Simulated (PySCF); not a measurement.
Mayer bond orders and bond lengths

C3H5FN2Si.
SMILES with atom numbers: `[F:1][SiH2:2][c:3]1[cH:4][nH:5][cH:6][n:7]1` (hydrogens: H8, H9 on Si2; H10 on C4; H11 on N5; H12 on C6)

Geometry (GFN2-xTB, Å), atoms numbered from 1 in this order:
```xyz
12
C3H5FN2Si angstrom
F      2.5759    1.0038   -0.8933
Si     2.1221   -0.1580    0.1396
C      0.2576   -0.1181    0.1026
C     -0.5798    0.6949   -0.6194
N     -1.8514    0.3286   -0.2952
C     -1.7424   -0.6836    0.6032
N     -0.5042   -0.9717    0.8597
H      2.6907   -1.3813   -0.4091
H      2.6884    0.2446    1.4194
H     -0.3640    1.4793   -1.3148
H     -2.6998    0.7338   -0.6558
H     -2.5918   -1.1730    1.0370
```

Bond orders from the PBE0/pcSseg-1 density (PySCF). The structure is a single GFN2-xTB conformer in the gas phase; no vibrational or solvent corrections.

Question: Where do the orders between heavy atoms depart from those drawn in the SMILES?

Answer: The largest departure is 0.356, at C4–N5 (drawn aromatic, 1.144), counting aromatic bonds as 1.5. The bonds drawn aromatic range from 1.14 to 1.64.

Question: Set the Mayer orders of the bonds beside their lengths.

Answer: 
```json
{"bond": "F1–Si2", "drawn as": "single", "length (Å)": "1.619", "Mayer order": "0.892"}
{"bond": "Si2–C3", "drawn as": "single", "length (Å)": "1.865", "Mayer order": "0.891"}
{"bond": "C3–C4", "drawn as": "aromatic", "length (Å)": "1.372", "Mayer order": "1.532"}
{"bond": "C4–N5", "drawn as": "aromatic", "length (Å)": "1.362", "Mayer order": "1.144"}
{"bond": "N5–C6", "drawn as": "aromatic", "length (Å)": "1.358", "Mayer order": "1.160"}
{"bond": "C6–N7", "drawn as": "aromatic", "length (Å)": "1.297", "Mayer order": "1.635"}
{"bond": "N7–C3", "drawn as": "aromatic", "length (Å)": "1.372", "Mayer order": "1.266"}
{"bond": "Si2–H8", "drawn as": "single", "length (Å)": "1.456", "Mayer order": "0.918"}
{"bond": "Si2–H9", "drawn as": "single", "length (Å)": "1.456", "Mayer order": "0.918"}
{"bond": "C4–H10", "drawn as": "single", "length (Å)": "1.070", "Mayer order": "0.975"}
{"bond": "N5–H11", "drawn as": "single", "length (Å)": "1.007", "Mayer order": "0.929"}
{"bond": "C6–H12", "drawn as": "single", "length (Å)": "1.072", "Mayer order": "0.968"}
```

By pair of heavy elements: C–N: lowest C4–N5 (1.144, 1.362 Å), highest C6–N7 (1.635, 1.297 Å); in 2 of the 6 pairs the longer bond (by over 0.003 Å) has the higher order (by 0.02 or more).

Question: Sum the orders of all bonds at each heavy atom with more than one neighbour and set the sums beside the valence in the SMILES.

Answer: Si2 3.619 (drawn 4), C3 3.689 (drawn 4), C4 3.651 (drawn 4), N5 3.233 (drawn 3), C6 3.763 (drawn 4), N7 2.901 (drawn 3). Orders between atoms that aren't bonded are not in these sums.

Mayer orders depend on the basis set.

These values come from a run that also computed NMR shieldings. On one thread, Arm Neoverse N1 (aarch64), no GPU, on a shared host, this took 29 s and 0.71 GiB of memory at its peak.
